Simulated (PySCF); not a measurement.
Job file and geometry (Å, from GFN2-xTB) of an NMR shielding run on `[C@@H]1(C2CCC2)CN[SiH2]C1`, C7H15NSi, PySCF, GIAO PBE0/pcSseg-1 NMR shielding, non-relativistic, gas phase; density fitting, a coarse starting grid and PySCF grid level 2 are the driver's defaults:

```
$ OMP_NUM_THREADS=1 python probes_run.py task.json out

{"job": {"kind": "nmr", "xc": "PBE0", "basis": "pcSseg-1"}, "charge": 0, "multiplicity": 1}
C     -3.028712     0.167457     0.194701
C     -2.019715    -0.924029    -0.190959
C     -0.916165    -0.149379     0.556205
C      0.400223     0.068842    -0.173166
C      1.159296    -1.242880    -0.391382
N      2.505192    -0.878266    -0.782301
Si     3.059960     0.605767    -0.125389
C      1.342675     1.015107     0.576154
C     -1.867524     1.057847     0.659990
H     -3.684001    -0.132837     1.009979
H     -3.636804     0.562120    -0.616893
H     -1.839657    -0.970303    -1.263456
H     -2.233024    -1.926834     0.174210
H     -0.715340    -0.585980     1.538025
H      0.197880     0.499664    -1.159604
H      1.151341    -1.837288     0.534247
H      0.690361    -1.842369    -1.178220
H      3.086366    -1.651355    -1.058068
H      3.520712     1.483574    -1.204474
H      4.073285     0.509406     0.933660
H      1.031915     2.049622     0.453052
H      1.304757     0.797455     1.644453
H     -1.970903     1.504753     1.646637
H     -1.623852     1.839668    -0.056776
```

Question: Write the output of this run.

Answer: 
```
coarse grid: 19592 points
cycle   1  E = -619.3112456675  dE =  1.146e+00  |g| = 5.386e-01  |ddm| = 4.403e+00
cycle   2  E = -619.2677789278  dE =  4.347e-02  |g| = 6.963e-01  |ddm| = 1.253e+00
cycle   3  E = -619.3852743321  dE = -1.175e-01  |g| = 5.670e-02  |ddm| = 7.795e-01
cycle   4  E = -619.3857796695  dE = -5.053e-04  |g| = 3.054e-02  |ddm| = 8.562e-02
cycle   5  E = -619.3859850186  dE = -2.053e-04  |g| = 6.824e-03  |ddm| = 3.353e-02
cycle   6  E = -619.3859947230  dE = -9.704e-06  |g| = 1.351e-03  |ddm| = 7.667e-03
final grid: 181960 points
cycle   7  E = -619.4397067565  dE = -6.765e-05  |g| = 1.060e-02  |ddm| = 4.349e-02
cycle   8  E = -619.4396882557  dE =  1.850e-05  |g| = 1.367e-02  |ddm| = 2.474e-02
cycle   9  E = -619.4397360631  dE = -4.781e-05  |g| = 6.264e-04  |ddm| = 1.442e-02
cycle  10  E = -619.4397361338  dE = -7.065e-08  |g| = 3.017e-04  |ddm| = 9.474e-04
cycle  11  E = -619.4397361534  dE = -1.959e-08  |g| = 5.817e-05  |ddm| = 2.893e-04
cycle  12  E = -619.4397361540  dE = -6.512e-10  |g| = 2.263e-05  |ddm| = 9.035e-05
converged SCF energy = -619.4397361540

GIAO shielding tensors (ppm)
atom      isotropic    diamagn.    paramagn.     s11        s22        s33       span
  0 C      169.439     254.459     -85.020    159.471    167.164    181.681     22.210
  1 C      159.086     248.847     -89.761    146.829    149.207    181.222     34.393
  2 C      144.883     245.862    -100.979    133.038    141.401    160.211     27.174
  3 C      135.668     247.716    -112.049    119.907    125.251    161.846     41.939
  4 C      132.631     247.592    -114.962    108.448    129.914    159.531     51.082
  5 N      245.186     321.497     -76.311    193.405    228.546    313.606    120.202
  6 Si     374.058     879.949    -505.891    328.701    361.755    431.718    103.018
  7 C      171.946     251.543     -79.597    154.401    164.914    196.522     42.122
  8 C      159.186     248.653     -89.467    147.755    148.790    181.013     33.259
  9 H       29.694      30.144      -0.450     26.552     26.885     35.644      9.093
 10 H       29.827      29.659       0.167     25.968     26.617     36.895     10.927
 11 H       29.950      32.066      -2.117     26.103     30.083     33.662      7.559
 12 H       29.649      31.055      -1.406     25.625     27.790     35.533      9.908
 13 H       29.765      33.841      -4.076     26.582     30.657     32.054      5.472
 14 H       30.015      34.593      -4.578     27.061     28.494     34.491      7.429
 15 H       29.190      32.989      -3.798     23.301     29.715     34.555     11.254
 16 H       28.279      32.226      -3.947     22.535     29.356     32.946     10.411
 17 H       31.832      30.010       1.822     21.657     28.907     44.933     23.276
 18 H       26.778      28.537      -1.759     23.073     23.925     33.336     10.263
 19 H       26.736      28.291      -1.555     23.349     23.861     32.998      9.649
 20 H       30.554      31.844      -1.290     25.595     29.281     36.787     11.192
 21 H       31.427      32.475      -1.048     26.132     30.284     37.864     11.731
 22 H       29.485      30.962      -1.477     25.524     27.665     35.266      9.742
 23 H       29.860      32.019      -2.160     26.159     30.027     33.393      7.233
```

Question: Turn these shieldings into chemical shifts. Chemical shifts δ = σref − σ; TMS for ¹³C (σref 186.93), ²⁹Si (σref 349.16), ¹H (σref 31.72); ¹⁵N (σref 267.73) against NH3, all at this level.

Answer: Averaging equivalent atoms: C 4: 54.3; C 3: 51.3; C 2: 42.0; C 1: 27.8; C 8: 27.7; C 0: 17.5; C 7: 15.0; N 5: 22.5; Si 6: -24.9; H 19: 4.98; H 18: 4.94; H 16: 3.44; H 15: 2.53; H 22: 2.23; H 12: 2.07; H 9: 2.02; H 13: 1.95; H 10: 1.89; H 23: 1.86; H 11: 1.77; H 14: 1.70; H 20: 1.16; H 21: 0.29; H 17: -0.12 ppm. Experimental scales use liquid or dissolved standards, which lie at an offset from isolated NH3 (liquid NH3: subtract about 20 ppm).

Size and cost of the density-fitted run: 235 basis functions, 40 s wall time on 1 thread of an Intel Xeon 6975P-C, shared host; peak memory 1.2 GiB.
